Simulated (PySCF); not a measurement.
PbI4 at several levels of theory

Computed with PySCF 2.14.0 (density fitting, no spin-orbit coupling) at the geometry relaxed with PBE0:

```xyz
5
PbI4 (singlet)
Pb    0.0000    0.0000    0.0000
I     1.6019    1.6019    1.6019
I    -1.6019   -1.6019    1.6019
I     1.6019   -1.6019   -1.6019
I    -1.6019    1.6019   -1.6019
```

| level | basis | state | HOMO (eV) | gap (eV) | charge on Pb1 (e) | dipole about the centre of mass (D) | largest force component (eV/Å) |
| --- | --- | --- | --- | --- | --- | --- | --- |
| PBE0 | Pb def2-SVP with ECP60, I def2-SVP with ECP28 | singlet | -7.93 | 3.04 | 0.47 | 0.00 | 0.01 |
| CAM-B3LYP | the same | singlet | -9.11 | 5.07 | 0.47 | 0.00 | 0.01 |
| PBE0 | Pb def2-TZVP with ECP60, I def2-TZVP with ECP28 | singlet | -7.97 | 3.14 | 0.69 | 0.00 | 0.11 |

Charges are Mulliken's, which hang on the basis. The relaxation used the grid (50, 194), these runs (75, 302) or, all-electron (x2c bases, spin-free X2C Hamiltonian), (99, 590).

Problem. What does TPSS with Pb def2-SVP with ECP60, I def2-SVP with ECP28 give here?

Solution. state singlet, HOMO (eV) -6.88, gap (eV) 1.50, charge on Pb1 (e) 0.47, dipole about the centre of mass (D) 0.00, largest force component (eV/Å) 0.17. Time: 22 s on 4 threads of Intel(R) Xeon(R) Processor @ 2.50GHz (Skylake/Cascade Lake), on a shared host, from an already converged density.

In the first row's basis the gap widens with exact exchange: 1.5 eV for TPSS (none); 3.0 eV for PBE0 (a fixed share); 5.1 eV for CAM-B3LYP (rising or full at long range).
